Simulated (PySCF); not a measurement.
SMILES C[Si]([GeH3])([GeH3])[GeH3] (CH₁₂Ge₃Si) at its GFN2-xTB optimised geometry (Å):

```
17

C     -2.6109     0.2649     1.5488
Si    -1.5082     0.1141     0.0000
Ge    -0.5138    -2.0263     0.0000
Ge    -2.8704     0.4014    -1.9062
Ge     0.1423     1.7990     0.1037
H     -3.3953    -0.4886     1.5458
H     -3.0869     1.2419     1.5952
H     -2.0273     0.1349     2.4577
H      0.9878    -2.0263     0.0000
H     -0.8637    -2.8953    -1.1732
H     -0.8619    -2.8816     1.1844
H     -3.8904    -0.6803    -2.1177
H     -3.6919     1.6584    -1.9083
H     -2.1422     0.4565    -3.2172
H     -0.1401     2.8953     1.0904
H      1.5082     1.3174     0.5009
H      0.3904     2.5385    -1.1790
```

Method: PBE0/def2-SVP (PySCF 2.14.0). Cells within 0.4 Å of a nucleus heavier than hydrogen are left out (blank, or x).

Map of the log10 of the electron density (e/bohr³), floored at −4 on the plane z = 0.0 Å:

```
|000000000000000000000000000|
|000000000000010000000000000|
|000000000011222110000000000|
|000000000122333221000000000|
|000000001234444432100000000|
|000000001245565543210000000|
|000000112345677654321000000|
|000111223456799765432000000|
|0011223345579xx876542100000|
|0012334455679xx877643100000|
|012234556677788777643100000|
|012344566777766666542100000|
|012345668x97665554432000000|
|012345669xx7654433221000000|
|012334567877654332210000000|
|011234556777665443210000000|
|001223456677766654320000000|
|000122345679987765421000000|
|00001224568xx97886431000000|
|00000123568xx97776421000000|
|000000234678876665320000000|
|000000124566665543210000000|
|000000123455544332100000000|
|000000012334332211000000000|
|000000001222221100000000000|
|000000000111110000000000000|
|000000000000000000000000000|
```
Scale: ten equal steps from -4.00 (start of '0') to -0.011 (end of '9'), in the order '0123456789'; x runs from -5.00 to 5.00, y from -5.00 (bottom) to 5.00 (top).
